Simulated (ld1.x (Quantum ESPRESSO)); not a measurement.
**Varying the TM potential for Ca**

Base potential:

ld1.x (Quantum ESPRESSO) 7.5 input, shortened:

```
&input
   title='Ca', zed=20., rel=1, dft='WC', iswitch=3,
   config='[Ar] 3d0 4s1.5 4p0'
 /
 &inputp
   pseudotype=2, tm=.true., lloc=0,
   nlcc=.true., rcore=0.85
 /
3
3P  2  1   6.00   0.00  1.55  1.55  0.0
3D  3  2   0.00   0.00  1.85  1.85  0.0
3S  1  0   2.00   0.00  1.40  1.40  0.0
 &test
   configts(1)='3s2 3p6 3d0 4s1.5 4p0'
 /
```

Occupied shells without a wave of their own: 4s. They enter only through the test configuration that unscreens the potential, and ld1.x also counts them in the model core charge.

Cutoffs, loose and tight: the cutoffs (Ry, on a coarse ladder) from which the occupation-weighted sum of valence levels, in a spherical-Bessel basis at the reference potential, stays within 10 and 1 mRy of its value at 400 Ry. They do not see the model core or the augmentation charge, which bear on the density cutoff. Test errors are all-electron minus pseudo excitation energies from the reference, over the configurations 3s2 3p6 3d0 4s2 4p0; 3s2 3p6 3d0 4s1 4p0; 3s2 3p6 3d0 4s0 4p0; 3s2 3p6 3d0 4s1 4p1; 3s2 3p6 3d0 4s0 4p1; 3s2 3p6 3d0.5 4s1.5 4p0; 3s2 3p5 3d0 4s2 4p0. A dash means not determined; rows that change the core or the reference have their own tests.

With those shells counted twice in exchange and correlation these files are broken, and their errors move erratically; no question is asked of them.

A true bound ghost makes a file unfit for plane-wave use even where its test errors are small: the radial tests pick states by their node count and pass the ghost by.

| change | outcome | cutoff, loose | cutoff, tight | bound ghosts | largest test error (meV) |
| --- | --- | --- | --- | --- | --- |
| base | generated | 70 Ry | 90 Ry | none | -827 |
| functional LDA (PZ) | generated | 70 Ry | 90 Ry | none | -790 |
| wave 3p (bound): rc 1.55 bohr becomes 3p (bound): rc 1.92 bohr | generated | 70 Ry | 90 Ry | none | -827 |
| wave 3s (bound): rc 1.40 bohr becomes 3s (bound): rc 1.94 bohr | generated, misses its reference levels by 0.59 eV | 30 Ry | 55 Ry | none | -2019 |
| reference 3s2 3p6 3d0 4s1 4p0 | generated | 70 Ry | 90 Ry | none | -395 |
| core [Ar], valence charge 2; reference 3d1 4s1 4p0; waves now 4s (bound): rc 3.45 bohr; 4p (bound): rc 3.95 bohr; 3d (bound): rc 1.75 bohr; local potential the d channel; core correction none | generated | 45 Ry | 60 Ry | s, p | +339 |
| core correction full core density, not smoothed (it rises at the typed radius of 1.50 bohr, so ld1.x skipped the fit) | generated | 70 Ry | 90 Ry | none | -827 |
| local potential all-electron potential smoothed inside 1.20 bohr (lloc = -2) | generated | 70 Ry | 90 Ry | none | -727 |
